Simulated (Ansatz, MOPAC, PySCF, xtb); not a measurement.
Bond stretch in GeH, doublet.

Levels: UMP2/3-21G = unrestricted MP2 (frozen core)/3-21G (PySCF); GFN1-xTB (xtb); UKS-M06-2X/6-31G* = unrestricted M06-2X/6-31G*, spherical d run with PySCF; FCI = full CI/aug-cc-pVTZ, cores with 3d frozen (Ansatz, a program for electronic structure); AM1, unrestricted, heats of formation (MOPAC).

Energies are in kcal/mol, each relative to the lowest point of its own curve between 1.31 and 1.91 Å, where full CI is lowest.

```csv
R / Å,UMP2/3-21G,GFN1-xTB,UKS-M06-2X/6-31G*,FCI,AM1
1.09,91.6,108.1,96.6,95.2,43.2
1.17,57.0,55.8,59.6,58.4,26.7
1.26,31.3,24.1,32.1,31.3,(withheld)
1.31,21.4,14.0,21.6,21.0,8.6
1.37,12.7,6.4,12.5,12.0,4.3
1.42,7.6,2.8,7.2,6.9,1.9
1.49,2.9,0.3,2.5,2.4,(withheld)
1.52,1.7,0.0,1.3,1.2,0.0
1.58,0.3,0.3,0.1,0.1,0.5
1.62,0.0,1.0,0.0,0.0,1.4
1.71,1.0,(withheld),1.4,1.4,4.9
1.78,2.9,6.9,3.6,3.5,8.8
1.91,8.2,13.9,9.5,9.1,17.7
2.05,16.2,22.0,17.2,16.2,(withheld)
2.19,25.9,(withheld),25.5,23.6,39.0
2.42,37.2,42.5,39.0,35.2,55.7
2.65,43.5,53.8,49.0,45.1,62.3
3.00,48.1,68.4,57.1,55.9,67.0
3.31,49.8,78.6,60.5,61.5,68.8
3.78,(withheld),90.2,63.8,65.1,69.8
4.39,51.2,99.6,63.8,66.4,70.1
5.14,51.3,105.1,63.8,66.8,70.2
```

Question: Complete the blanks.

Answer: 
- 1.26, AM1: 13.7
- 1.49, AM1: 0.2
- 1.71, GFN1-xTB: 3.8
- 2.05, AM1: 28.7
- 2.19, GFN1-xTB: 30.0
- 3.78, UMP2/3-21G: 50.8

The unrestricted determinant behind UMP2/3-21G is spin-contaminated at 2.19 to 5.14 Å (<S²> up to 1.8, against 0.75 for a pure doublet). The unrestricted determinant behind UKS-M06-2X/6-31G* is spin-contaminated at 2.65 to 5.14 Å (<S²> up to 1.8, against 0.75 for a pure doublet).
